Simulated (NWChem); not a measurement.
System: C$_{5}$H$_{11}$Cl; SMILES CCCCCCl

NWChem input:

```
start job
memory heap 200 mb stack 900 mb global 1100 mb
geometry units angstroms
  C      0.293420     3.166411     0.019182
  C     -0.803912     2.120224     0.158012
  C     -0.456208     0.746906    -0.410018
  C      0.683888     0.037379     0.309180
  C      0.979713    -1.354957    -0.207718
  Cl    -0.390484    -2.487380     0.045052
  H      0.587766     3.299053    -1.035006
  H      1.200180     2.895634     0.582796
  H     -0.038909     4.146353     0.394581
  H     -1.714822     2.485251    -0.345505
  H     -1.076944     2.010957     1.222942
  H     -0.203462     0.845702    -1.482150
  H     -1.347411     0.099817    -0.366502
  H      1.619575     0.616314     0.212210
  H      0.467356    -0.020874     1.390082
  H      1.843071    -1.798573     0.306329
  H      1.183994    -1.350408    -1.288428
end
basis spherical
  * library 6-31g*
end
dft
  xc hfexch
  iterations 150
end
driver
  maxiter 120
end
task dft optimize
task dft freq
```

The level has its own optimisation; frequencies are unscaled. Brackets give each atom's bonded neighbours.

**Question.** Give the results of this calculation. (Hartree-Fock/6-31G* (spherical d).) Quantities: r C–C [C(CCHH)–C(CHHH)] (Å); r C–H [C(CHHH)–H(C)] (Å); r C–C [C(CCHH)–C(CCHH)] (Å); r C–C [C(CCHH)–C(CClHH)] (Å); highest harmonic frequency (cm⁻¹); lowest (cm⁻¹); zero-point energy (kcal/mol); dipole (D).

**Answer.** 
| Item | Value |
|---|---|
| r C–C [C(CCHH)–C(CHHH)] (Å) | 1.530 |
| r C–H [C(CHHH)–H(C)] (Å) | 1.086 |
| r C–C [C(CCHH)–C(CCHH)] (Å) | 1.531 |
| r C–C [C(CCHH)–C(CClHH)] (Å) | 1.522 |
| highest harmonic frequency (cm⁻¹) | 3340 |
| lowest (cm⁻¹) | 47 |
| zero-point energy (kcal/mol) | 102.5 |
| dipole (D) | 2.39 |
